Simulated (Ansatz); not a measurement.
Relaxation of CH5Ga (7 atoms, charge 0, multiplicity 1), to a largest force component of 0.03 eV/Å in at most 50 steps.

These are results of RKS PBE0/def2-SVP in Ansatz, not measurements.

```xyz
7
Properties=species:S:1:pos:R:3
Ga 0.111 0.001 0.054
H 0.661 -0.001 1.504
H 1.648 -0.002 -0.158
C -1.569 0.003 -0.923
H -2.135 -0.910 -0.680
H -2.183 0.860 -0.607
H -1.416 0.049 -2.009
```

Where does it end, and by what steps?

The forces met the threshold. After 6 steps the energy has fallen by 0.879 eV; H2 moved furthest, 0.49 Å.

```csv
step,energy less start (eV),largest force component (eV/Å),accepted
0,0.0000,1.780,yes
1,-0.5769,0.870,yes
2,-0.7538,0.855,yes
3,-0.8736,0.144,yes
4,-0.8787,0.032,yes
5,-0.8788,0.054,yes
6,-0.8788,0.003,yes
```

```xyz
7
Properties=species:S:1:pos:R:3
Ga 0.230 0.001 0.119
H 0.214 -0.001 1.695
H 1.618 -0.002 -0.628
C -1.472 0.003 -0.869
H -2.043 -0.908 -0.625
H -2.093 0.857 -0.552
H -1.336 0.049 -1.959
```

Whether the end is a true minimum wasn't checked by a vibrational analysis.

Time of the run: 9.3 s on 1 thread of Intel(R) Xeon(R) 6975P-C (Granite Rapids), with other jobs on the host, peak memory 0.14 GiB.
